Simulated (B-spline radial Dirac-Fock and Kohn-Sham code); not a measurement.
**Photoemission from I³⁺ at 2980 eV, detector at θ = 54.7°, φ = 0°**

System: I³⁺, [Kr] 4d10 5s2 5p2. The computed values come from a radial B-spline solver: Dirac-Hartree-Slater photoionisation with a Latter tail; cross sections with all multipoles, angular parameters from the dipole term and its interference with E2. Thresholds are orbital energies of the model. For linearly polarised light dσ/dΩ = σ/(4π) [1 + β P₂(cos θ) + (δ + γ cos²θ) sin θ cos φ], with θ from the polarisation vector and φ the angle between the beam and the projection of the electron momentum on the plane normal to the polarisation. The dipole factor is 1 + βP₂ and the non-dipole term is the rest of the bracket. Open shells are filled statistically over j.

Input file task.json (cfg lists n, l and occupation; rrms is the nuclear radius in fm):

```json
{"items": [{
  "Z": 53,
  "q": 3,
  "cfg": [[1, 0, 2], [2, 0, 2], [2, 1, 6], [3, 0, 2], [3, 1, 6], [3, 2, 10], [4, 0, 2], [4, 1, 6], [4, 2, 10], [5, 0, 2], [5, 1, 2]],
  "A": 127,
  "rrms": 4.75,
  "do": "xps",
  "hv": [80, 144.0, 150, 184.0, 199.0, 300, 319.0, 400, 505.0, 603.0, 611.0, 783.0, 846.0, 1200.0, 1240.0, 1253.6, 1690.0, 2000, 2970.0, 2980.0, 3500.0, 3550.0, 3620.0, 4060.0, 4230.0, 4300.0, 5414.7, 10500.0, 11000.0, 12000]
}]}
```

Command: `python xray2_run.py task.json out`

| subshell | threshold (eV) | σ (kb) | β | γ | δ | dipole factor | non-dipole term | dσ/dΩ (kb/sr) |
| --- | --- | --- | --- | --- | --- | --- | --- | --- |
| 3s | 1089.7 | 16.1 | 1.99 | -0.01 | 0.000 | 1.002 | -0.004 | 1.28 |
| 3p1/2 | 961.5 | 20.4 | 1.60 | 0.06 | 0.003 | 1.001 | +0.020 | 1.66 |
| 3p3/2 | 903.8 | 39.0 | 1.65 | 0.08 | 0.008 | 1.001 | +0.028 | 3.20 |
| 3d3/2 | 675.5 | 23.7 | 1.22 | 0.61 | 0.091 | 1.001 | +0.239 | 2.34 |
| 3d5/2 | 663.2 | 33.6 | 1.18 | 0.61 | 0.093 | 1.001 | +0.243 | 3.33 |
| 4s | 224.9 | 3.78 | 1.99 | -0.09 | 0.000 | 1.002 | -0.025 | 0.293 |
| 4p1/2 | 179.3 | 4.01 | 1.63 | 0.17 | 0.002 | 1.001 | +0.047 | 0.335 |
| 4p3/2 | 167.9 | 7.53 | 1.68 | 0.19 | 0.007 | 1.001 | +0.057 | 0.634 |
| 4d3/2 | 93.51 | 3.40 | 1.22 | 0.67 | 0.082 | 1.001 | +0.249 | 0.338 |
| 4d5/2 | 91.64 | 4.80 | 1.17 | 0.67 | 0.086 | 1.001 | +0.252 | 0.479 |
| 5s | 51.10 | 0.636 | 1.99 | -0.10 | 0.000 | 1.002 | -0.026 | 0.0494 |
| 5p1/2 | 39.47 | 0.186 | 1.64 | 0.19 | 0.002 | 1.001 | +0.052 | 0.0156 |
| 5p3/2 | 37.88 | 0.346 | 1.69 | 0.21 | 0.007 | 1.001 | +0.061 | 0.0293 |
